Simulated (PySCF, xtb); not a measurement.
CH₁₂N₂Si₃, SMILES C[Si](N)(N)[SiH2][SiH3].

GFN2-xTB run with xtb at its own geometry gives an orbital gap of 3.87 eV and a dipole moment of 2.02 D.

The structure is a stationary point at PBE0-D3(BJ)/def2-SVP. The structure was generated by enumeration, and PubChem lists no compound with its InChIKey, so it may never have been made. One conformer was computed; it need not be the lowest.

**Question.** What does PySCF with M06-2X/def2-TZVP give? (Estimate from the structure and the level; the computed values follow.)

**Answer.** gap 8.78 eV (levels -7.84 and 0.93 eV), dipole 1.79 D.
